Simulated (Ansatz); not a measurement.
Species: sum formula H$_{3}$SiSO$_{3}$ (charge 0, doublet). It need not be the lowest isomer of its formula. 
Coordinates optimised at B3LYP-D3(BJ)/def2-TZVP (Ansatz, an electronic-structure program):
SMILES: O[Si](O)(O)[S]
```xyz
8

O      0.3465    -1.5061    -0.8187
Si    -0.0038     0.0203    -0.3324
O     -1.4230     0.4314    -1.0290
O      1.0699     1.1607    -0.7893
S      0.0188    -0.0392     1.7931
H      1.1555    -1.9072    -0.4890
H     -2.1784    -0.1499    -0.9115
H      0.8280     1.7117    -1.5399
```
Charge 0, spin multiplicity 2.

Computed values are from Ansatz. Valence correlation only, unless marked. Open shells are spin-unrestricted. No spin-orbit coupling. Non-relativistic. CBS(X,Y): correlation extrapolated as X^-3; Hartree-Fock from the larger set.

```json
{
 "atomisation energy De": "3128.6 kJ/mol at CCSD(T)/CBS(cc-pV(T+d)Z,cc-pV(Q+d)Z)",
 "total_energy": "-914.3178 Eh at CCSD(T)/CBS(cc-pV(T+d)Z,cc-pV(Q+d)Z)",
 "dipole_moment": "1.04 D at CCSD(T)/aug-cc-pV(D+d)Z",
 "T1 diagnostic": "0.013 at CCSD/cc-pV(Q+d)Z"
}
```
